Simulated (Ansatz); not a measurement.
`CC/C=C/CC` + HBr → `CC/C=C\Br` + `CC`  (substitution at a C–C bond)

Isolated molecules relaxed with PBE0-D4/def2-TZVP in Ansatz; ΔE leaves out vibrations. CCSD(T)/CBS is the MP2 limit (def2-TZVPP, def2-QZVPP) plus CCSD(T) − MP2 in def2-TZVPP, frozen cores. This one scheme is used for every species. Double bonds are as drawn, so ΔE can hold a change between cis and trans. DFT in def2-TZVPP. For Br outer-core shells are correlated without core-valence functions, which leaves a few kJ/mol of doubt a bond. Scalar relativity is left out up to krypton. One conformer a species, not always the lowest.

`CC/C=C/CC`:

Cartesian coordinates in Å:
```
C -2.397 0.619 -1.370
C -1.980 -0.344 -0.264
C -0.740 0.096 0.440
C 0.395 -0.589 0.498
C 1.644 -0.137 1.178
C 2.821 -0.014 0.218
H -3.325 0.296 -1.848
H -2.559 1.626 -0.974
H -1.623 0.688 -2.138
H -1.829 -1.346 -0.677
H -2.799 -0.426 0.461
H -0.786 1.070 0.929
H 0.444 -1.559 0.000
H 1.462 0.822 1.674
H 1.905 -0.852 1.969
H 3.021 -0.965 -0.282
H 3.731 0.285 0.743
H 2.615 0.729 -0.556
```

HBr:

Cartesian coordinates in Å:
```
Br 0.277 -0.090 0.648
H -0.277 0.090 -0.648
```

`CC/C=C\Br`:

```xyz
12

C     0.715    1.153    0.915
C    -0.318    0.682   -0.104
C     0.095   -0.582   -0.772
C    -0.498   -1.764   -0.722
Br   -2.083   -2.123    0.235
H     0.411    2.101    1.365
H     0.835    0.420    1.715
H     1.693    1.302    0.450
H    -0.449    1.455   -0.869
H    -1.287    0.544    0.379
H     1.009   -0.546   -1.363
H    -0.122   -2.641   -1.230
```

`CC`:

Z-matrix (Å, degrees):
```
C
C 1 1.519
H 1 1.093 2 111.4
H 1 1.093 2 111.4 3 120.0
H 1 1.093 2 111.4 3 -120.0
H 2 1.093 1 111.4 3 180.0
H 2 1.093 1 111.4 3 -60.0
H 2 1.093 1 111.4 3 60.0
```

```tsv
level	ΔE (eV)
B97M-V	0.16
BLYP	0.07
HF/def2-QZVPP	0.23
SCS-MP2/def2-QZVPP	0.15
```

Q: What does CCSD(T)/CBS give? (Estimate.)

A: The calculation gave: +0.18 eV. The listed levels differ from it by -0.02, -0.11, 0.05, -0.03 eV.

Largest T1 diagnostic among the species: 0.009.

From PBE to PBE0 (25 % exact exchange), in def2-TZVPP and without D4, ΔE moves by +0.05 eV. At CCSD(T), def2-SVP lies +0.17 eV from the extrapolated value and def2-TZVPP +0.00 eV.
